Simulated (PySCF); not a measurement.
4-methyl-1,3-thiazole (C₄H₅NS), SMILES c1scnc1C. Geometry: PBE-D3(BJ)/def2-SVP.

Computed equilibrium geometry at PBE-D3(BJ)/def2-SVP (PySCF confirms it by a frequency run) as a Z-matrix, and its point group:
point group Cs.
```
C
N 1 1.3807
C 2 1.3070 1 111.30
C 1 1.3858 2 114.51 3 0.00
H 4 1.0964 1 128.34 2 180.00
H 3 1.1003 2 124.59 1 180.00
C 1 1.4992 2 119.62 3 180.00
H 7 1.1059 1 111.59 2 180.00
H 7 1.1093 8 108.61 1 122.09
H 7 1.1093 8 108.61 9 115.82
S 4 1.7305 5 121.12 1 180.00
```
